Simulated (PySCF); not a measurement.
**Vertical excitation energies**

Species: C7H8F2.
InChI=1S/C7H8F2/c1-2-5-3-4-6(8)7(5)9/h1,5-7H,3-4H2/t5-,6-,7-/m1/s1

Method used: TDDFT CAM-B3LYP/def2-SVPD, vertical, gas phase, core orbitals frozen in the response (PySCF 2.14.0, density-fitted response routines). One conformer (not necessarily the lowest) at the GFN2-xTB geometry, without solvent, vibrations or thermal averaging.

Problem. List the vertical singlet excitations with oscillator strengths and describe the spectrum.

Solution. 

```csv
state,E (eV),E (kJ/mol),λ (nm),f,|μ| (D),"main configurations (H = HOMO, L = LUMO)"
S1,6.65,641,186.5,0.0001,0.04,"H-1→L+4 (27%), H→L+5 (18%), H-1→L+3 (13%)"
S2,6.91,667,179.5,0.0027,0.32,"H→L+5 (25%), H-1→L+4 (18%), H→L+2 (15%)"
S3,6.92,668,179.2,0.0015,0.24,"H→L+4 (22%), H-1→L+5 (19%), H→L+3 (12%)"
S4,7.68,741,161.5,0.049,1.30,"H→L (70%), H→L+1 (16%)"
S5,7.71,744,160.7,0.031,1.03,"H-1→L (70%), H-1→L+1 (15%)"
S6,8.44,815,146.9,0.0092,0.54,"H→L+3 (26%), H→L+4 (18%), H→L+2 (12%)"
S7,8.51,821,145.7,0.037,1.07,"H-1→L+3 (27%), H-1→L+2 (20%), H-1→L+4 (12%)"
S8,8.64,833,143.5,0.0047,0.38,"H→L+1 (51%), H→L (15%)"
```

Triplets (Tamm–Dancoff): T1 5.49 eV, H→L+4 (22%), H-1→L+5 (22%), H→L+3 (11%); T2 6.00 eV, H-1→L+5 (25%), H→L+4 (17%), H-1→L+2 (14%); T3 6.01 eV, H→L+5 (21%), H-1→L+4 (20%), H→L+2 (11%).

The lowest singlet lies at 6.65 eV (187 nm, vacuum ultraviolet) and is dark (f under 0.0005); its leading configuration is HOMO-1→LUMO+4 (27%). The most intense listed level is S4 at 7.68 eV (162 nm, f = 0.049), 1.03 eV above S1. Löwdin shares by element: HOMO carbon 86% or more; LUMO carbon 22% or more, hydrogen 20% or more (atoms not listed hold the other 59%). Weighted by f, the mean energy of these states is 7.97 eV. The listed states span 1.99 eV, and the widest gap between neighbours is 0.76 eV (S3 to S4). The oscillator strengths of these states sum to 0.135; summed over the whole spectrum of an exact calculation they would give the number of electrons, 68 (Thomas–Reiche–Kuhn). Only the lowest 8 singlets were computed, as vertical energies without vibronic structure.
